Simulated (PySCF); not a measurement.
Species: C₆H₁₆N₂.
Bonds: C1–N2, N2–N3, N3–C4, N3–C5, C5–C6, C5–C7, C5–C8. Hydrogens: H9, H10, H11 on C1; H12 on N2; H13, H14, H15 on C4; H16, H17, H18 on C6; H19, H20, H21 on C7; H22, H23, H24 on C8.

The same species was optimised twice, with GFN2-xTB and with PBE0-D3(BJ)/def2-SVP (PySCF), and the same property calculations (PySCF, gas phase) were run on both structures.

```
     coordinate  GFN2-xTB  PBE0-D3(BJ)/def2-SVP  change
      N2–N3 (Å)     1.417                 1.397  -0.020
      C1–N2 (Å)     1.448                 1.441  -0.007
      N3–C5 (Å)     1.471                 1.478  +0.007
      N3–C4 (Å)     1.448                 1.442  -0.006
      C5–C8 (Å)     1.532                 1.528  -0.004
      C5–C7 (Å)     1.531                 1.528  -0.003
      C5–C6 (Å)     1.536                 1.534  -0.002
   N2–N3–C5 (°)     110.6                 111.8    +1.2
   C1–N2–N3 (°)     112.1                 113.2    +1.1
   N3–C5–C6 (°)     113.0                 111.8    -1.2
   N3–C5–C8 (°)     106.6                 107.4    +0.8
   C4–N3–C5 (°)     116.6                 117.2    +0.6
   C6–C5–C8 (°)     109.3                 109.7    +0.4
   N3–C5–C7 (°)     109.5                 109.3    -0.2
   N2–N3–C4 (°)     112.3                 112.2    -0.1
C1–N2–N3–C4 (°)        88                    87      -1
N2–N3–C5–C6 (°)       -62                   -60      +2
```

Rotational constants: A = 2767, B = 1554, C = 1340 MHz (GFN2-xTB) against A = 2766, B = 1548, C = 1335 MHz (PBE0-D3(BJ)/def2-SVP). Point groups within 0.08 Å: C1 and C1. Atoms that the bonding makes alike are paired by their places after alignment.

On the GFN2-xTB structure: HOMO (eV) -6.15 [PBE0/pcSseg-1]; LUMO (eV) 1.38 [PBE0/pcSseg-1]; dipole (D) 1.24 [PBE0/pcSseg-1]; GIAO shielding of C1 (ppm) 147.2 [PBE0/pcSseg-1]; GIAO shielding of N2 (ppm) 165.2 [PBE0/pcSseg-1]; GIAO shielding of N3 (ppm) 157.1 [PBE0/pcSseg-1]; GIAO shielding of C4 (ppm) 152.4 [PBE0/pcSseg-1]; GIAO shielding of C5 (ppm) 128.5 [PBE0/pcSseg-1]; GIAO shielding of C6/C7/C8 (mean) (ppm) 160.6 [PBE0/pcSseg-1].

Q: What do these properties become on the PBE0-D3(BJ)/def2-SVP structure?

A: 
| property | level | on GFN2-xTB | on PBE0-D3(BJ)/def2-SVP | change |
| --- | --- | --- | --- | --- |
| HOMO (eV) | PBE0/pcSseg-1 | -6.15 | -6.13 | +0.02 |
| LUMO (eV) | PBE0/pcSseg-1 | 1.38 | 1.35 | -0.03 |
| dipole (D) | PBE0/pcSseg-1 | 1.24 | 1.17 | -0.07 |
| energy, GFN2-xTB geometry as zero (kcal/mol) | PBE0/pcSseg-1 | 0.0 | -0.7 | -0.7 |
| GIAO shielding of C1 (ppm) | PBE0/pcSseg-1 | 147.2 | 146.6 | -0.6 |
| GIAO shielding of N2 (ppm) | PBE0/pcSseg-1 | 165.2 | 171.3 | +6.1 |
| GIAO shielding of N3 (ppm) | PBE0/pcSseg-1 | 157.1 | 165.0 | +7.9 |
| GIAO shielding of C4 (ppm) | PBE0/pcSseg-1 | 152.4 | 151.8 | -0.6 |
| GIAO shielding of C5 (ppm) | PBE0/pcSseg-1 | 128.5 | 128.4 | -0.1 |
| GIAO shielding of C6/C7/C8 (mean) (ppm) | PBE0/pcSseg-1 | 160.6 | 158.7 | -1.9 |

The heavy atoms differ by 0.036 Å rms after alignment. Among bonds between heavy atoms N2–N3 changes most (-0.020 Å). Changes are differences of the printed values. Neither structure is proved a minimum here.

Conformer computed: `[CH3:1][NH:2][N:3]([CH3:4])[C:5]([CH3:6])([CH3:7])[CH3:8]`: C1–N2–N3–C4 87°, N2–N3–C5–C6 -60°.
